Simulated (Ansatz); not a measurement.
Isolated molecules relaxed with PBE0-D4/def2-TZVP in Ansatz; ΔE leaves out vibrations. CBS: MP2 limit from def2 TZ/QZ plus the TZ coupled-cluster correction, frozen cores. This one scheme is used for every species. Functionals use def2-TZVPP. B3LYP here is the variant with VWN-RPA as its local correlation; programs differ in this. HSE06 is defined as in plane-wave codes. Elements past krypton have def2 core potentials. For In outer-core shells are correlated without core-valence functions, which leaves a few kJ/mol of doubt a bond. Each species was taken in one conformer, which may not be the lowest.

Consider the ligand exchange at the In–N bond: `[SiH3][N]([SiH3])[In]([Cl])[Cl]` + H₂S → `[SH][In]([Cl])[Cl]` + `[SiH3]N[SiH3]`.

| level | ΔE (kJ/mol) | difference from CCSD(T)/CBS |
| --- | --- | --- |
| LDA (SPW92) | -71.1 | -15.0 |
| PBE-D4 | -70.7 | -14.6 |
| BLYP-D4 | -67.2 | -11.1 |
| r2SCAN-D4 | -70.7 | -14.6 |
| B97M-V | -72.8 | -16.7 |
| PBE0-D4 | -72.2 | -16.1 |
| B3LYP-D4 | -69.0 | -12.9 |
| r2SCANh-D4 | -71.6 | -15.5 |
| r2SCAN0-D4 | -72.8 | -16.7 |
| HSE06-D4 | -72.5 | -16.4 |
| BHLYP-D4 | -68.3 | -12.2 |
| CAM-B3LYP-D4 | -68.1 | -12.0 |
| ωB97X-V | -65.7 | -9.6 |
| ωB97M-V | -67.4 | -11.3 |
| B2PLYP | -70.7 | -14.6 |
| PBE-QIDH | -68.9 | -12.8 |
| revPBE | -82.3 | -26.2 |
| BLYP | -81.8 | -25.7 |
| r2SCAN | -73.1 | -17.0 |
| PBE0 | -79.5 | -23.4 |
| B3LYP | -81.5 | -25.4 |
| r2SCANh | -74.2 | -18.1 |
| r2SCAN0 | -75.8 | -19.7 |
| HSE06 | -79.6 | -23.5 |
| CAM-B3LYP | -76.0 | -19.9 |
| LC-ωPBE | -71.6 | -15.5 |
| RPA@PBE/def2-TZVPP | -51.7 | 4.4 |
| MP2/def2-SVP | -54.2 | 1.9 |
| CCSD/def2-SVP | -57.1 | -1.0 |
| CCSD(T)/def2-SVP | -54.1 | 2.0 |
| HF/def2-TZVPP | -82.8 | -26.7 |
| MP2/def2-TZVPP | -56.5 | -0.4 |
| CCSD/def2-TZVPP | -60.3 | -4.2 |
| CCSD(T)/def2-TZVPP | -56.7 | -0.6 |
| HF/def2-QZVPP | -81.3 | -25.2 |
| MP2/def2-QZVPP | -55.6 | 0.5 |
| SCS-MP2/def2-QZVPP | -57.2 | -1.1 |
| HF/CBS(def2) | -81.0 | -24.9 |
| MP2/CBS(def2) | -55.9 | 0.2 |
| CCSD/CBS(def2) | -59.7 | -3.6 |
| CCSD(T)/CBS | -56.1 | 0 |

Largest T1 diagnostic among the species: 0.013.

The D4 term adds +12.5 kJ/mol with B3LYP and +7.3 kJ/mol with PBE0; it sums over pairs of atoms, weighted by their polarisabilities, and B3LYP, whose exchange is more repulsive, gets the larger term. Leaving LDA and LC-ωPBE aside and taking each functional with its dispersion term where it has one, the values spread over 7.2 kJ/mol, from B97M-V to ωB97X-V. LDA lies +7.4 kJ/mol from PBE without D4.
